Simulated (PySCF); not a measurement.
C2H4ClGa, SMILES C=[CH][GaH][Cl] (B3LYP/def2-SVP optimised geometry):

```
8

Ga    -0.141     1.242     0.000
H     -0.807     2.654     0.000
Cl     2.041     1.242     0.000
C     -0.948    -0.535     0.000
C     -0.204    -1.653     0.000
H     -2.041    -0.633    -0.001
H     -0.653    -2.654    -0.001
H      0.892    -1.616     0.000
```

Calculation: B3LYP/def2-TZVP (PySCF 2.14.0).

What are the frontier orbital energies and the dipole moment?

HOMO-2 -8.74 eV, HOMO-1 -8.07 eV, HOMO -8.01 eV, LUMO -2.13 eV, LUMO+1 -0.13 eV; dipole moment 2.51 D.

On the same geometry PBE/def2-TZVP (PySCF) gives HOMO-2 -7.69 eV, HOMO-1 -7.19 eV, HOMO -6.94 eV, LUMO -2.72 eV, LUMO+1 -0.74 eV; dipole moment 2.44 D.

Meta-Löwdin charges at B3LYP/def2-TZVP: Ga1 0.52, H2 -0.07, Cl3 -0.32, C4 -0.31, C5 -0.18, H6 0.12, H7 0.12, H8 0.12.
